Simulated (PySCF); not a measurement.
Isomers of C5H11ClO2Si, mass 166.022 u with the commonest isotopes. Method: PBE0/pcSseg-1 in PySCF (dipole) on a GFN2-xTB geometry, gas phase. One conformer each, none proved a minimum here; rigid rotors.

Task: Order these by rotational constant B, smallest first.
A. `[CH3:1][O:2][C:3](=[O:4])[CH2:5][C@:6]([CH3:7])([SiH3:8])[Cl:9]` with C1–O2–C3–O4 1°, O2–C3–C5–C6 141°, C3–C5–C6–C7 175°
B. `[CH3:1][CH2:2][C@@H:3]1[CH2:4][O:5][CH2:6][Si@H:7]([Cl:8])[O:9]1` with C1–C2–C3–C4 -176°, C2–C3–C4–O5 178°, C3–C4–O5–C6 75°, C4–O5–C6–Si7 -58°, O5–C6–Si7–Cl8 148°
C. `[CH3:1][C@H:2]([Cl:3])/[C:4](=[CH:5]\[O:6][SiH3:7])[CH2:8][OH:9]` with C1–C2–C4–C5 -127°, C4–C5–O6–Si7 -179°, C2–C4–C8–O9 161°, C4–C8–O9–H -63°
D. `[CH3:1][O:2][C@@H:3]1[CH2:4][C@:5]1([Cl:6])[CH2:7][O:8][SiH3:9]` with C1–O2–C3–C4 -83°, C4–C5–C7–O8 64°, C5–C7–O8–Si9 56°
E. `[CH3:1][O:2][C@@H:3]([CH3:4])[Si@H:5]([Cl:6])[C:7]([CH3:8])=[O:9]` with C1–O2–C3–C4 77°, O2–C3–Si5–Cl6 64°, C3–Si5–C7–C8 81°
F. `[CH3:1][O:2][CH2:3][Si:4]1([CH2:5][Cl:6])[CH2:7][O:8][CH2:9]1` with C1–O2–C3–Si4 -179°, O2–C3–Si4–C5 49°, C3–Si4–C5–Cl6 64°

Result: C (653.8 MHz), D (686.2 MHz), A (805.4 MHz), B (860.6 MHz), F (883.1 MHz), E (937.2 MHz).

Task: Order these by rotational constant C, largest first.
A. `[CH3:1][O:2][C:3](=[O:4])[CH2:5][C@:6]([CH3:7])([SiH3:8])[Cl:9]` with C1–O2–C3–O4 1°, O2–C3–C5–C6 141°, C3–C5–C6–C7 175°
B. `[CH3:1][O:2][C@@H:3]([CH3:4])[Si@H:5]([Cl:6])[C:7]([CH3:8])=[O:9]` with C1–O2–C3–C4 77°, O2–C3–Si5–Cl6 64°, C3–Si5–C7–C8 81°
C. `[CH3:1][CH2:2][C@@H:3]1[CH2:4][O:5][CH2:6][Si@H:7]([Cl:8])[O:9]1` with C1–C2–C3–C4 -176°, C2–C3–C4–O5 178°, C3–C4–O5–C6 75°, C4–O5–C6–Si7 -58°, O5–C6–Si7–Cl8 148°
D. `[CH3:1][C@H:2]([Cl:3])/[C:4](=[CH:5]\[O:6][SiH3:7])[CH2:8][OH:9]` with C1–C2–C4–C5 -127°, C4–C5–O6–Si7 -179°, C2–C4–C8–O9 161°, C4–C8–O9–H -63°
E. `[CH3:1][O:2][CH2:3][Si:4]1([CH2:5][Cl:6])[CH2:7][O:8][CH2:9]1` with C1–O2–C3–Si4 -179°, O2–C3–Si4–C5 49°, C3–Si4–C5–Cl6 64°

Result: B (741.1 MHz), A (711.5 MHz), C (606.8 MHz), E (576.2 MHz), D (527.1 MHz).

Task: Order these by rotational constant A, smallest first.
A. `[CH3:1][O:2][C@@H:3]1[CH2:4][C@:5]1([Cl:6])[CH2:7][O:8][SiH3:9]` with C1–O2–C3–C4 -83°, C4–C5–C7–O8 64°, C5–C7–O8–Si9 56°
B. `[CH3:1][CH2:2][C@@H:3]1[CH2:4][O:5][CH2:6][Si@H:7]([Cl:8])[O:9]1` with C1–C2–C3–C4 -176°, C2–C3–C4–O5 178°, C3–C4–O5–C6 75°, C4–O5–C6–Si7 -58°, O5–C6–Si7–Cl8 148°
C. `[CH3:1][O:2][CH2:3][Si:4]1([CH2:5][Cl:6])[CH2:7][O:8][CH2:9]1` with C1–O2–C3–Si4 -179°, O2–C3–Si4–C5 49°, C3–Si4–C5–Cl6 64°
D. `[CH3:1][C@H:2]([Cl:3])/[C:4](=[CH:5]\[O:6][SiH3:7])[CH2:8][OH:9]` with C1–C2–C4–C5 -127°, C4–C5–O6–Si7 -179°, C2–C4–C8–O9 161°, C4–C8–O9–H -63°
E. `[CH3:1][O:2][C:3](=[O:4])[CH2:5][C@:6]([CH3:7])([SiH3:8])[Cl:9]` with C1–O2–C3–O4 1°, O2–C3–C5–C6 141°, C3–C5–C6–C7 175°

Result: C (1177 MHz), D (1347 MHz), B (1571 MHz), E (1757 MHz), A (2000 MHz).

```
                     SMILES  point group  Ia (u·Å²)  Ib (u·Å²)  Ic (u·Å²)      κ  μa (D)  μb (D)  μc (D)
          COC[Si]1(CCl)COC1           C1     429.25     572.28     877.03   0.02    2.07    1.45    0.03
  COC(=O)C[C@](C)([SiH3])Cl           C1     287.67     627.50     710.27  -0.82    2.13    0.49    2.15
 C[C@H](Cl)/C(=C\O[SiH3])CO           C1     375.30     772.94     958.78  -0.69    1.97    0.14    0.79
CO[C@@H]1C[C@]1(Cl)CO[SiH3]           C1     252.71     736.52     880.48  -0.84    2.41    0.04    1.12
   CC[C@@H]1COC[Si@H](Cl)O1           C1     321.65     587.25     832.80  -0.47    1.17    0.86    0.20
CO[C@@H](C)[Si@H](Cl)C(C)=O           C1     428.94     539.21     681.96  -0.10    2.92    1.03    0.35
```
